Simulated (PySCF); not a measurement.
**S⁺: interval between two levels**

S⁺ [Ne] 3s2 3p3 [4S3/2, M_J = 3/2] → S⁺ [Ne] 3s1 3p4 [4P5/2, M_J = 5/2], as a difference of total energies. All numbers are calculated (PySCF 2.14, the two-component X2C-1e Hamiltonian, in x2c-TZVPall-2c (5s6p2d1f, 40 functions)). Correlated levels: [Ne] frozen; the 6 highest virtual spinors dropped. "Screened" scales the spin-orbit matrix elements by Boettger's factors to mimic the two-electron term; Breit and QED terms are absent.

```tsv
method	interval between two levels (cm⁻¹)	error (cm⁻¹)
GHF (spin-free)	85423	+6028
GMP2 (spin-free)	84966	+5571
GHF (screened spin-orbit)	85199	+5803
GMP2 (screened spin-orbit)	84734	+5339
```

Reference: 79395 cm⁻¹ (measured; NIST Handbook of Basic Atomic Spectroscopic Data (Sansonetti and Martin, J. Phys. Chem. Ref. Data 34, 1559 (2005))).

Errors of the correlated levels include the incompleteness of this basis and the frozen core.

The labels give the starting determinants; with spin-orbit coupling the two ends relaxed to ⟨J²⟩ = 3.75, ⟨L²⟩ = 0.00, ⟨S²⟩ = 3.75 and ⟨J²⟩ = 8.77, ⟨L²⟩ = 2.00, ⟨S²⟩ = 3.76.
